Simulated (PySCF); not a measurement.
**EPR parameters of C4H7ClNSi**

Species: C4H7ClNSi (doublet state).
Geometry (GFN2-xTB, Å), atoms numbered from 1 in this order:
```xyz
14
C4H7ClNSi angstrom
C     -0.6746   -0.0042   -1.3986
C     -0.1507    0.6160   -0.1057
C     -1.2120    1.2047    0.6945
Cl    -0.8628    2.4234    1.8312
Si     0.7360   -0.7326    1.0013
C      2.1104   -1.4299   -0.0428
N      2.9317   -1.8294   -0.7373
H     -1.1067    0.7639   -2.0379
H     -1.4433   -0.7446   -1.1892
H      0.1328   -0.4896   -1.9424
H      0.6054    1.3709   -0.3392
H     -2.1830    0.7517    0.7817
H      1.3204   -0.0868    2.1724
H     -0.2042   -1.8140    1.2896
```

The hyperfine couplings belong to this conformer and change with its torsions.

The species is `C[C@@H]([CH]Cl)[SiH2]C#N` [radical].

Theory: PySCF, UKS B3LYP, pcH-1 on C Cl H N Si, non-relativistic, mean-field spin-orbit, GIAO. The structure is a single GFN2-xTB conformer in the gas phase; no vibrational or solvent corrections. A GFN2-xTB geometry isn't a minimum of the functional, and hyperfine couplings can be far from their values at a DFT geometry. No stability test was run, so a lower SCF solution isn't excluded.

```
g1, g2, g3                      : 2.00159, 2.00710, 2.00887
g_iso                           : 2.00585
Form of g                       : rhombic: the two nearest values differ by 24 % of g3 − g1
⟨S²⟩                            : 0.7544 (exact 0.7500)
α and β electrons               : 35, 34
HOMO–LUMO gap, α and β orbitals : 4.88, 6.31 eV
Total energy                    : -961.05513 Eh
```

Hyperfine couplings atom by atom, in G; T1 to T3 are the principal values of the dipolar part (MHz turned into gauss with g_iso; 10 G = 1 mT):

```tsv
atom	isotope	a_iso	of which spin–orbit	T1	T2	T3	Mulliken spin population
C1	13C	8.2	0.0	-0.8	-0.6	1.3	0.01
C2	13C	-10.2	0.0	-0.9	0.2	0.8	-0.07
C3	13C	41.1	0.2	-27.1	-26.8	53.9	0.88
Cl4	35Cl	2.0	0.0	-10.5	-6.9	17.4	0.08
Si5	29Si	-53.2	0.1	-8.0	3.7	4.3	0.09
C6	13C	6.7	0.0	-0.7	-0.3	1.0	0.00
N7	14N	0.3	0.0	-0.3	-0.3	0.6	0.02
H8	1H	-0.2	0.0	-1.3	-0.8	2.2	0.01
H9	1H	0.0	0.0	-1.0	-0.9	1.9	0.00
H10	1H	-0.4	0.0	-0.8	-0.5	1.3	0.00
H11	1H	17.0	0.0	-1.6	-1.3	2.8	0.02
H12	1H	-20.4	0.0	-12.6	-0.3	12.8	-0.04
H13	1H	-1.8	0.0	-0.9	-0.5	1.4	0.00
H14	1H	-1.6	0.0	-1.0	-0.5	1.5	0.00
```

The Mulliken spin populations are largest on C3 (+0.88), Si5 (+0.09), Cl4 (+0.08) and C2 (-0.07). No atom but C3 exceeds +0.15. The positive populations add up to 1.11 and the negative ones to -0.11, together 2S = 1. The angles at C3 add up to 358.4°, so it is nearly planar; its axial dipolar tensor and the negative coupling of its proton fit spin in a p orbital normal to that plane.

Axes: g2 points within 7° of the C3–Cl4 bond.

Under fast tumbling the dipolar parts average out, and these isotropic splittings remain: 1 × 1H (H12, I = 1/2, 2 lines) with 2.04 mT, 1 × 1H (H11, I = 1/2, 2 lines) with 1.70 mT, 1 × 35Cl (Cl4, I = 3/2, 4 lines) with 0.20 mT, 1 × 1H (H13, I = 1/2, 2 lines) with 0.18 mT and 1 × 1H (H14, I = 1/2, 2 lines) with 0.16 mT.

Main isotope only: 35Cl (natural samples also hold 24 % 37Cl, magnetic too, which adds its own pattern).

The 13C coupling of C3 (115.4 MHz) shows only in satellite lines or after enrichment, since that isotope makes up about 1.07 % of natural carbon.

The 29Si coupling of Si5 (-149.3 MHz) shows only in satellite lines or after enrichment, since that isotope makes up about 4.7 % of natural silicon.

β density exceeds α density at some nuclei, such as C2 (-0.0256), H12 (-0.0128) and H13 (-0.0011), spin density in bohr⁻³. In a single determinant that takes different orbitals for the two spins, that is spin polarisation.
